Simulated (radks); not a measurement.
All-electron atom: the rhenium ion Re4+ in [Xe] 4f14 5d3 (the NIST ground configuration). All-electron calculation, scalar-relativistic Kohn-Sham, PBE, spin-polarised, spherical densities, finite nucleus; open shells are filled with parallel spins first (spin-orbit coupling, left out, can overturn this in heavy ions); Fermi nuclear charge, rms radius 5.3698 fm. Program: a radial shooting solver on a logarithmic mesh with Libxc functionals.

Local quantities along the radius. ELF = 1/(1 + alpha^2) is the electron localisation function; alpha = (tau - tau_W)/tau_unif compares the Pauli kinetic energy density with that of the uniform gas (summed over spins); 4 pi r^2 rho is in e/bohr; r v_xc is r times the local exchange-correlation potential of spin up (hartree bohr); -r V(r) is the screened charge that the Kohn-Sham potential of spin up presents (atomic units). tau is taken from the large components.

r (bohr)    ELF    alpha  4 pi r^2 rho    r v_xc  -r V(r)
0.001398  0.999  0.02517         13.50   -0.1572    74.39
0.00188   0.999  0.02810         20.60   -0.1841    74.16
0.002527  0.999  0.03286         30.65   -0.2189    73.85
0.003398  0.998  0.04074         44.09   -0.2617    73.44
0.004568  0.997  0.05441         60.62   -0.3117    72.89
0.006142  0.994  0.07983         78.51   -0.3669    72.18
0.008258  0.983   0.1316         94.09   -0.4226    71.24
0.0111    0.942   0.2482         102.4   -0.4721    70.04
0.01493   0.784   0.5246         100.6   -0.5085    68.51
0.02007   0.467    1.067         93.04   -0.5314    66.58
0.02698   0.332    1.417         93.24   -0.5643    64.17
0.03628   0.507   0.9858         111.7   -0.6845    61.27
0.04877   0.723   0.6189         135.2   -0.8306    57.78
0.06557   0.681   0.6838         133.2   -0.9016    53.62
0.08816   0.391    1.247         110.4   -0.8947    48.80
0.1185    0.440    1.128         112.9    -1.009    43.46
0.1594    0.710   0.6384         126.9    -1.212    37.70
0.2142    0.554   0.8966         94.33    -1.180    31.65
0.288     0.277    1.617         65.77    -1.090    25.51
0.3842    0.639   0.7509         77.82    -1.388    19.89
0.5165    0.675   0.6933         64.68    -1.440    14.70
0.6945    0.392    1.247         32.98    -1.231    10.73
0.9337    0.424    1.165         19.00    -1.182    8.050
1.255     0.634   0.7598         11.68    -1.201    6.361
1.688     0.487    1.025         4.710    -1.023    5.356
2.269     0.177    2.154         1.163   -0.7068    4.770
3.051     0.027    5.956        0.1696   -0.5232    4.530
4.102     0.001    28.91       0.01085   -0.3221    4.322
5.514     0.000    350.4     0.0001864  -0.09689    4.097

On this mesh the ELF has minima near r = 0.027, 0.10, 0.29, 0.81 bohr, which separate the shells, and maxima near 0.056 (0.74), 0.16 (0.71), 0.45 (0.71), 1.3 (0.63).
